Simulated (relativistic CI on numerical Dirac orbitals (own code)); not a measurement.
Ti2+ in a cubic cluster: 3s photoemission with charge transfer

Computed with a charge-transfer multiplet model of a cubic metal-ligand cluster with up to 2 ligand holes, Slater and spin-orbit integrals from Dirac-Coulomb-Breit ions, Slater integrals scaled by 0.9. The ground state mixes d2 with configurations of k ligand holes L, whose averages lie at kΔ + k(k − 1)U_dd/2; a core hole lowers each added d electron by U_cd. 300 K, Lorentzian 1.4 eV and Gaussian 0.8 eV FWHM.

Atomic integrals in eV (Slater integrals scaled, ζ unscaled), ground: F2dd 7.400, F4dd 4.602, zeta_d 0.013; with the core hole: F2dd 8.591, F4dd 5.392, zeta_d 0.018, G2cd 8.887.

Cluster parameters (eV): U_dd = 4.3, U_cd = 5.2, 10Dq = 0.55, 10Dq(ligand) = 1.3, V(eg) = 3.05, V(t2g) = -1.37, final-state hopping factor = 0.9.

```csv
Case,n_d,d2,d3L,d4L2,S
Δ = 6.1 eV,2.52,0.55,0.39,0.06,1.00
Δ = 8.1 eV,2.40,0.64,0.32,0.04,1.00
Δ = 9.1 eV,2.35,0.68,0.29,0.03,1.00
```

Weights, n_d and S are thermal averages at 300 K. Binding energies count from the first peak over 30 % of the highest in each spectrum, which can be another peak from case to case. The parameters are a model scan and need not match a compound or its usual spin state. Peaks in eV (height, largest 100):
- Δ = 6.1 eV: 0.0 (100), 5.4 (52), 9.9 (10)
- Δ = 8.1 eV: 0.0 (100), 5.4 (52), 9.0 (9)
- Δ = 9.1 eV: 0.0 (100), 5.3 (52), 9.6 (7)

For the case Δ = 6.1 eV, Δ = 6.1 eV is larger than U_dd = 4.3 eV, the Mott-Hubbard side of the Zaanen-Sawatzky-Allen scheme. With the core hole the configuration with one ligand hole lies at Δ − U_cd = 0.9, 2.9, 3.9 eV from the one without, in the order of the table; where this is negative the screened configuration lies lower, though the effective hopping of about 5.7 eV (from the holes of the mixed ground state) mixes the two strongly wherever it is as large as the gap.

Without intra-shell correlation the exchange splitting of the 3s hole comes out too large.
